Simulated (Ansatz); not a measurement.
In₄Sn. Total charge 0; singlet. Geometry r2SCAN-D4/def2-SVP, basis def2-TZVP, Ansatz.

```xyz
5

In    0.3351   -0.5305    2.9212
In   -0.6950   -0.7908   -2.2119
In    1.9397   -0.7041   -0.9891
In   -2.1141    0.8757   -0.2991
Sn    0.5343    1.1497    0.5790
```

```csv
run,HOMO (eV),LUMO (eV)
A,-4.89,-2.47
B,-4.50,-2.97
C,-4.74,-2.58
D,-4.32,-2.94
E,-6.54,-1.09
```

In the def2 sets In, Sn take a core potential; there is no spin–orbit coupling. LC-ωPBE has ω = 0.4 bohr⁻¹. B3LYP takes the VWN-RPA correlation. The structure comes from a short search, and lower isomers may exist.

**Question.** The runs used B3LYP, LC-ωPBE, PBE, PBE0, r2SCAN. Estimate which is which.

**Answer.** A PBE0 (25 % exact exchange); B r2SCAN (0 % exact exchange); C B3LYP (20 % exact exchange); D PBE (0 % exact exchange); E LC-ωPBE (range-separated). Exact exchange lowers occupied and raises empty levels; among semilocal functionals meta-GGAs tend to open the gap a little, and such runs are hard to tell apart. The gap grows from 1.38 eV (PBE) to 5.45 eV (LC-ωPBE).
